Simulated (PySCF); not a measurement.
PBE on As (arsenic, neutral), [Ar] 3d10 4s1 4p3 4d1, high-spin 6D determinant (an excited configuration). All numbers are calculated (PySCF 2.14, scalar relativity by spin-free X2C-1e, in aug-cc-pVTZ-DK (7s6p4d2f, 59 functions)).

```
cycle= 1 E= -2259.82969116858  delta_E= -0.00808  |g|= 0.149  |ddm|= 0.385
cycle= 2 E= -2259.83047088425  delta_E= -0.00078  |g|= 0.126  |ddm|= 0.199
cycle= 3 E= -2259.83323949741  delta_E= -0.00277  |g|= 0.00373  |ddm|= 0.0911
cycle= 4 E= -2259.83324690531  delta_E= -7.41e-06  |g|= 0.000122  |ddm|= 0.00791
cycle= 5 E= -2259.83324691015  delta_E= -4.84e-09  |g|= 5.66e-06  |ddm|= 0.000257
cycle= 6 E= -2259.83324691017  delta_E= -1.91e-11  |g|= 4.01e-07  |ddm|= 2.09e-05
converged SCF energy = -2259.83324691017  <S^2> = 8.7509266  2S+1 = 6.0003089
```

Highest occupied orbital energy: 0.481 eV; ⟨L²⟩ = 6.01; populations by l: s 7.00, p 15.00, d 11.00, f 0.00.

Task: Can this result be used?

Result: Not for this state. The calculation finished and met its thresholds. The outer electron is Rydberg-like, and this basis confines it to a smaller radius and binds it less than a complete one would. At PBE the highest occupied level has a positive energy, so only the finite basis holds that electron; for this excited configuration the basis is too tight for the outer shell.
